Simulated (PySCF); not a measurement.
VOF, SMILES [F][V]=[O] (connectivity only; charge and spin as stated), neutral, multiplicity 3. Geometry optimised at B3LYP-D3(BJ)/def2-TZVP. The multiplicity is an assumed one; other spin states were not compared.

Calculation: B3LYP-D3(BJ)/def2-TZVP (PySCF).

Harmonic wavenumbers (cm⁻¹): 120, 643, 1053. Rotational constants (GHz): 93.50, 5.380, 5.087; symmetry number 1.

**Question.** Work out the zero-point energy and the ideal-gas rigid-rotor harmonic-oscillator thermochemistry at 298.15 K and 1 atm.

**Answer.** ZPE = ½ Σ hcν = ½ × 1816 cm⁻¹ = 2.60 kcal/mol. H − E(el) = 5.51 kcal/mol. Entropy in cal/(mol K): translation 39.27, rotation 22.36, vibration 3.56, spin 2.18, total 67.36. G − E(el) = -14.57 kcal/mol. Cp = 11.15 cal/(mol K). Modes under 150 cm⁻¹ make the vibrational entropy uncertain.
